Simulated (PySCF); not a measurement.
Can point charges reproduce the dipole moment of `CN(C)C1=C[SiH2]C=C1`?

Coordinates (GFN2-xTB, Å) and charges (e) from the PBE0/pcSseg-1 density (PySCF):

```json
{"atom": "C1", "x": "-1.911", "y": "-1.241", "z": "0.148", "Mulliken": "-0.0755", "IAO": "-0.3011", "Hirshfeld": "-0.0629", "ESP-fitted": "-0.3316"}
{"atom": "N2", "x": "-1.204", "y": "0.017", "z": "0.198", "Mulliken": "-0.6773", "IAO": "-0.1734", "Hirshfeld": "-0.0530", "ESP-fitted": "-0.1571"}
{"atom": "C3", "x": "-1.959", "y": "1.108", "z": "-0.366", "Mulliken": "-0.0803", "IAO": "-0.3052", "Hirshfeld": "-0.0640", "ESP-fitted": "-0.3987"}
{"atom": "C4", "x": "0.172", "y": "0.054", "z": "0.090", "Mulliken": "+0.1772", "IAO": "+0.1133", "Hirshfeld": "+0.0460", "ESP-fitted": "+0.4083"}
{"atom": "C5", "x": "0.896", "y": "0.995", "z": "-0.563", "Mulliken": "-0.4295", "IAO": "-0.5641", "Hirshfeld": "-0.2123", "ESP-fitted": "-0.6591"}
{"atom": "Si6", "x": "2.721", "y": "0.687", "z": "-0.340", "Mulliken": "+0.7414", "IAO": "+0.7564", "Hirshfeld": "+0.3166", "ESP-fitted": "+0.5665"}
{"atom": "C7", "x": "2.301", "y": "-0.811", "z": "0.726", "Mulliken": "-0.3484", "IAO": "-0.4231", "Hirshfeld": "-0.1428", "ESP-fitted": "-0.3883"}
{"atom": "C8", "x": "0.977", "y": "-0.934", "z": "0.823", "Mulliken": "-0.1136", "IAO": "-0.1442", "Hirshfeld": "-0.0490", "ESP-fitted": "-0.2241"}
{"atom": "H9", "x": "-1.308", "y": "-2.045", "z": "0.555", "Mulliken": "+0.1256", "IAO": "+0.1502", "Hirshfeld": "+0.0492", "ESP-fitted": "+0.1366"}
{"atom": "H10", "x": "-2.830", "y": "-1.163", "z": "0.733", "Mulliken": "+0.1169", "IAO": "+0.1435", "Hirshfeld": "+0.0450", "ESP-fitted": "+0.1320"}
{"atom": "H11", "x": "-2.181", "y": "-1.507", "z": "-0.884", "Mulliken": "+0.0997", "IAO": "+0.1254", "Hirshfeld": "+0.0370", "ESP-fitted": "+0.1364"}
{"atom": "H12", "x": "-1.509", "y": "2.053", "z": "-0.066", "Mulliken": "+0.1357", "IAO": "+0.1566", "Hirshfeld": "+0.0481", "ESP-fitted": "+0.1444"}
{"atom": "H13", "x": "-2.004", "y": "1.069", "z": "-1.463", "Mulliken": "+0.1045", "IAO": "+0.1233", "Hirshfeld": "+0.0362", "ESP-fitted": "+0.1377"}
{"atom": "H14", "x": "-2.977", "y": "1.067", "z": "0.025", "Mulliken": "+0.1147", "IAO": "+0.1457", "Hirshfeld": "+0.0475", "ESP-fitted": "+0.1709"}
{"atom": "H15", "x": "0.443", "y": "1.779", "z": "-1.144", "Mulliken": "+0.0922", "IAO": "+0.1439", "Hirshfeld": "+0.0252", "ESP-fitted": "+0.2127"}
{"atom": "H16", "x": "3.439", "y": "0.337", "z": "-1.569", "Mulliken": "-0.0918", "IAO": "-0.1215", "Hirshfeld": "-0.0765", "ESP-fitted": "-0.1119"}
{"atom": "H17", "x": "3.457", "y": "1.705", "z": "0.417", "Mulliken": "-0.0925", "IAO": "-0.1228", "Hirshfeld": "-0.0770", "ESP-fitted": "-0.1123"}
{"atom": "H18", "x": "2.974", "y": "-1.476", "z": "1.242", "Mulliken": "+0.0996", "IAO": "+0.1544", "Hirshfeld": "+0.0411", "ESP-fitted": "+0.1745"}
{"atom": "H19", "x": "0.493", "y": "-1.686", "z": "1.430", "Mulliken": "+0.1014", "IAO": "+0.1428", "Hirshfeld": "+0.0452", "ESP-fitted": "+0.1632"}
```

Compute μ = Σ q r for each scheme (1 e·Å = 4.803 D) and compare with the dipole of the full density.

The full density gives (-2.00, -0.70, 0.00) D, 2.12 D in size; dipole vectors point from the negative to the positive end.

```csv
scheme,μx,μy,μz,size (D),share of the full size (%),angle to the full dipole (°)
Mulliken,0.72,0.48,-1.34,1.60,76,122
IAO,-0.97,-0.21,-0.29,1.04,49,18
Hirshfeld,-1.54,-0.45,0.11,1.61,76,5
ESP-fitted,-2.01,-0.72,-0.02,2.14,101,1
```

Which set comes closest?

Length of the difference vector: ESP-fitted 0.04 D, Hirshfeld 0.53 D, IAO 1.17 D, Mulliken 3.25 D. Closest: ESP-fitted. ESP charges are fitted to the potential around the molecule, whose slowest-falling term is the dipole's. The schemes that divide the density aren't constrained to reproduce the dipole.

What is left for the Hirshfeld atoms' own dipoles?

The shares of the density sum to the whole, so what Σ q r misses lies in dipoles about the nuclei. The atomic dipoles sum to (-2.00, -0.70, 0.00) − (-1.54, -0.45, 0.11) = (-0.46, -0.25, -0.11) D, 0.53 D in size.

With the origin at the mean of the coordinates, (-0.001, 0.000, 0.000) Å, which are the largest single terms, by size, of the Mulliken dipole along the direction of the full one?

Si6 -9.96, N2 -3.68, C7 +3.19, C5 +2.43, H10 +1.72 D; all 19 atoms together -0.84 D. The single terms depend on the origin, their sum doesn't.

Give the size of the full dipole in other units.

2.12 D = 0.832 au = 0.440 e·Å = 7.06 × 10⁻³⁰ C·m.

Geometry: GFN2-xTB; no solvent, vibrations or thermal averaging.

These values come from a run that also computed NMR shieldings. The run took 2.1 min wall, 97 s CPU on one thread of an AMD EPYC, shared host with 64 logical CPUs at a one-minute load of 55, and the process peaked at 0.87 GiB of memory.

The values belong to the conformer `[CH3:1][N:2]([CH3:3])[C:4]1=[CH:5][SiH2:6][CH:7]=[CH:8]1`: C1–N2–C4–C5 142°.
